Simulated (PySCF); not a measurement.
SiHBr, SMILES [SiH]Br (connectivity only; charge and spin as stated), neutral, multiplicity 1. The structure is a stationary point at B3LYP-D3(BJ)/def2-TZVP.

TDA-B3LYP/def2-TZVPD (PySCF) puts the lowest singlet excitations at 2.67, 4.33, 4.92, 5.35, 5.40, 6.08 eV and the lowest triplet (TDA) at 1.54 eV.

Question: What are the lowest singlet roots from EOM-CCSD/aug-cc-pVDZ run with PySCF? (Estimate from the structure and the level; the computed values follow.)

Answer: 2.73, 4.84, 5.22, 5.55, 5.87, 6.28 eV; triplets 1.59, 4.47, 4.50 eV. S1 differs by 0.06 eV (second minus first; roots are paired by order, and the bases may differ).
